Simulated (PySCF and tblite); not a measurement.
Results of a calculation; reference values are marked as such.
System: C₅H₁₀SiSn, numbered as in [SiH3:1][C:2]1=[CH:3][C@@H:4]([SnH3:5])[CH:6]=[CH:7]1.

For the shift of H on C4 from C4 to C6: electronic barrier 33.60 kcal/mol, zero-point change -2.23 kcal/mol, thermal and entropy terms at 400 K a further -0.06 kcal/mol (symmetry numbers apart). The minimum is C1, the saddle C1. Geometries: PBE0-D3(BJ)/def2-SVP; energies: B3LYP/pcSseg-1 (def2-TZVP on Sn) + D3(BJ); zero-point and thermal terms from GFN2-xTB harmonic modes (soft modes blended into free rotors). Rates follow Eyring's equation with the number of equivalent paths and no tunnelling. (PySCF 2.14 with density fitting, tblite 0.8.)

Task: How many equivalent paths lead out of the minimum?

Result: 1: the symmetry number of the minimum is 1, that of the saddle displaced along its mode 1.

Task: Work out the rate at 400 K.

Result: ΔG‡ = 31.31 kcal/mol; k_B T/h = 8.3×10¹² s⁻¹; exp(−ΔG‡/RT) = 7.8×10⁻¹⁸; times 1 gives k = 6.5×10⁻⁵ s⁻¹.

Tunnelling of the moving H, left out here, will speed the real process. Spin–orbit effects of heavy atoms on shieldings are missing.
